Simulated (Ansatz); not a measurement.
`C=[CH][SnH2][Cl]` + H₂Se → `[Cl][SnH2][SeH]` + `C=C` at 700 K and 1 bar (ligand exchange at the Sn–C bond).

Computed with Ansatz on PBE0-D4/def2-TZVP structures; ΔE is electronic, products minus reactants. CBS: MP2 limit from def2 TZ/QZ plus the TZ coupled-cluster correction, frozen cores. This one scheme is used for every species. def2 core potentials past Kr. For Se, Sn outer-core shells are correlated without core-valence functions, which leaves a few kJ/mol of doubt a bond. Scalar relativity is left out up to krypton. One conformer a species, not always the lowest.

```json
{"species": "`C=[CH][SnH2][Cl]`", "CCSD(T)/CBS energy (Eh)": "-752.92130", "H − E (kJ/mol)": "219.3", "S (J/(mol·K))": "454.7"}
{"species": "H₂Se", "CCSD(T)/CBS energy (Eh)": "-2401.89790", "H − E (kJ/mol)": "61.1", "S (J/(mol·K))": "251.1"}
{"species": "`[Cl][SnH2][SeH]`", "CCSD(T)/CBS energy (Eh)": "-3076.37402", "H − E (kJ/mol)": "118.7", "S (J/(mol·K))": "432.0"}
{"species": "`C=C`", "CCSD(T)/CBS energy (Eh)": "-78.48111", "H − E (kJ/mol)": "168.9", "S (J/(mol·K))": "268.4"}
```

H − E and S are ideal-gas, rigid-rotor, harmonic terms from PBE0-D4/def2-TZVP, for one conformer and one mirror image of each species. 1 Eh = 2625.50 kJ/mol, R = 8.31446 J/(mol·K).

By hand: ΔE, ΔH, ΔS and ΔG.

ΔE = (-3076.37402) + (-78.48111) − (-752.92130) − (-2401.89790) = -0.03593 Eh = -94.3 kJ/mol. Δ(H − E) = 118.7 + 168.9 − 219.3 − 61.1 = 7.2, so ΔH = -87.1 kJ/mol. ΔS = 432.0 + 268.4 − 454.7 − 251.1 = -5.4 J/(mol·K). ΔG = -87.1 − 700 × (-5.4)/1000 = -83.3 kJ/mol.

By hand: the equilibrium constant, and the temperature at which ΔG would vanish if ΔH and ΔS stayed fixed.

log₁₀ K = −ΔG/(RT ln 10) = 6.2. ΔG = 0 at ΔH/ΔS = 16130 K, far beyond where these terms or the molecules hold.

The number of gas molecules stays the same, so ΔS is small and ΔH decides. A doubt of 5 kJ/mol in ΔE shifts log₁₀ K by 0.4 here. Other conformers and mirror images would add mixing entropy, several J/(mol·K) or more a flexible species. Modes under 60 cm⁻¹, often nearly free rotors, make the harmonic entropy too high. These are equilibria of isolated gas molecules and say nothing of rates. Largest T1 diagnostic: 0.012 (customary marks: 0.02 for closed shells, 0.045 for open ones).
